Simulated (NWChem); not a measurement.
System: Zn

NWChem input:

```
start job
memory heap 200 mb stack 900 mb global 1100 mb
geometry units angstroms noautosym nocenter noautoz
  Zn     0.000000     0.000000     0.000000
end
basis spherical bse
  * library x2c-tzvpall-s
end
relativistic
  zora on
  zora:cutoff 1d-30
end
dft
  xc pbe0
  grid fine
  iterations 150
end
property
  shielding
end
task dft property
```

GIAO values for the isolated, static molecule; σ is the absolute isotropic shielding.

Atoms are numbered as in the input.

**Question.** Give the results of this calculation. (PBE0/x2c-TZVPall-s, scalar ZORA without spin-orbit coupling, GIAO.) Quantities: σ Zn1 (ppm).

**Answer.** 
```json
{
 "σ Zn1 (ppm)": "2523.0"
}
```
